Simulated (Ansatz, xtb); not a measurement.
**C2H6FNSi2: which of two isomers lies lower**

Structure a is `C#C[Si@@H](F)N[SiH3]`, a singlet and structure b is `C#C[SiH2]N[SiH2]F`, a singlet. Both are isolated molecules in the gas phase, relaxed with r2SCAN-D4/def2-SVP; each stands in its lowest conformer found.

Problem. Estimate E(b) − E(a) at the level CCSD(T)/def2-SVP + ΔMP2/def2-TZVPP.

Solution. Too close to call at this level: CCSD(T)/def2-SVP + ΔMP2/def2-TZVPP gives E(b) − E(a) = +0.93 kJ/mol.

How the difference moves with the method:

```csv
level,geometry,E(b) − E(a) (kJ/mol),departure from the last row (kJ/mol),"job, with rough time for the two"
r2SCAN-D4/def2-SVP,r2SCAN-D4/def2-SVP,+4.22,+3.29,"optimisation, 77 s"
HF/def2-SVP,r2SCAN-D4/def2-SVP,+1.92,+0.98,part of the CCSD(T) run
MP2/def2-SVP,r2SCAN-D4/def2-SVP,+2.98,+2.05,part of the CCSD(T) run
CCSD(T)/def2-SVP,r2SCAN-D4/def2-SVP,+3.30,+2.37,single point
CCSD(T)/def2-SVP + ΔMP2/def2-TZVPP,r2SCAN-D4/def2-SVP,+0.93,,"single point, 38 s"
```

As drawn, both hold the same kinds of bond in the same numbers.

The largest departure from CCSD(T)/def2-SVP + ΔMP2/def2-TZVPP is that of r2SCAN-D4/def2-SVP, 3.29 kJ/mol. Levels run at GFN2-xTB geometries aren't shown. The last row adds to CCSD(T) the change of the MP2 difference between the two basis sets, here −2.37 kJ/mol.

With thermal terms from frequencies at re-optimised GFN2-xTB minima (ideal gas, soft modes damped towards free rotors, one conformer each, 298.15 K, 1 atm): the zero-point term adds +0.95 kJ/mol; ΔH is +0.94 and ΔG +4.64 kJ/mol.

The correlated steps freeze 14 core orbitals. Mirror images aren't counted in ΔG. Programs: Ansatz 0.2.0, xtb 6.7.1; the last row on 2 threads of Intel(R) Xeon(R) Platinum 8375C CPU @ 2.90GHz (Ice Lake) on a shared host.
